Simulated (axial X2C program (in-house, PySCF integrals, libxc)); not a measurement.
## AlMn: from the spin-free to the two-component result

All values were computed with an in-house relativistic program for diatomic molecules. Spin-free means the one-electron spin-free X2C Hamiltonian; two-component (2c) means X2C with spin–orbit coupling and atomic mean-field two-electron Coulomb and Gaunt terms, so the difference of the two also holds small scalar two-electron terms. Basis: Mn dyall-cv3z [9s10p6d3f2g], Al dyall-v3z [8s8p2d1f] (cores contracted in-house); Gaussian nuclei, density fitting, unrestricted open shells. Masses: Mn 54.938 u, Al 26.982 u.

Spin-free state: M_S = 2, Λ = 1 (beyond evenly filled blocks: σα, π+α, π+β, π-α, δ+α, δ-α); fragments Mn + Al.

```csv
level,Re (Å),ωe (cm⁻¹),De (eV),μ (D)
PBE0,2.672,225.0,0.786,-1.71
HF,2.937,166.5,0.122,-2.62
CCSD(T),2.857,156.1,0.313,n/a
PBE50,2.759,203.9,0.569,-2.16
```

Correlated methods: 10 electrons correlated (number of frozen shells: Mn 3 s, 2 p; Al 2 s, 1 p), 234 virtual spin orbitals or spinors in MP2, 90 natural virtuals in coupled cluster.

Dipoles are positive if Al is the positive end.

Two-component determinant lowest at the distance of the search:

Ω = 3 (⟨Sz⟩ = 2.00, ⟨Lz⟩ = 1.00 at HF); fragments Mn + Al.

```
  level  Re (Å)  ωe (cm⁻¹)  De (eV)  μ (D)
   PBE0   2.671      225.3    0.793  -1.70
     HF   2.938      166.4    0.126  -2.62
CCSD(T)   2.856      156.4    0.310    n/a
  PBE50   2.758      204.0    0.574  -2.15
```

**Question.** From the two tables, how do the constants change at the CCSD(T) level (2c against spin-free)?

**Answer.** At the CCSD(T) level Re is unchanged within 0.001 Å and ωe goes up by 0.3 cm⁻¹; De changes by -0.003 eV.

The state is one determinant whose occupation by symmetry is held fixed; it was picked as the lowest of a PBE0 search that is not exhaustive. Dissociation energies refer to the lowest single-determinant-based atoms at the same level and basis. Density functionals use the spin component along the axis (collinear). Coupled cluster ran in a truncated set of natural virtual spinors; the MP2 energy of the rest was added. (T) has no such correction and the atoms are truncated less, which lowers De at CCSD(T) by a hundredth of an eV or more. The 2c atoms are single determinants rather than J levels; their spin–orbit lowering is only partly caught, and De is too large by that part. This holds for PBE0, PBE50. PBE0 can misorder states that lie within some tenths of an eV, so this need not be the ground state of the molecule. The nearest other spin-free determinant of the search, M_S = 3, Λ = 1, lies 0.26 eV up at the distance of the search. The functionals have no current-density term, which raises determinants with orbital currents, atoms included. The atomic limit has a lower orbital projection than the molecule and lies lower at mean-field level, so De may be about a tenth of an eV too small. With several unpaired electrons one determinant need not be a pure state. A state of lower Ω lies just above, and one determinant can place such states too high, so the state shown need not be the lowest. The search has Ω = 1 only 0.01 eV up. Open-shell Ω = 0 determinants with evenly filled partner blocks cannot be reached by this program, so the Ω shown need not be the lowest component. Some points did not converge and are left out. The determinant is spin-polarised beyond a pure state at some levels (its spin-free form has ⟨S²⟩ too high), which makes Re and μ there less reliable. The T1 diagnostic is large, a sign of multireference character.
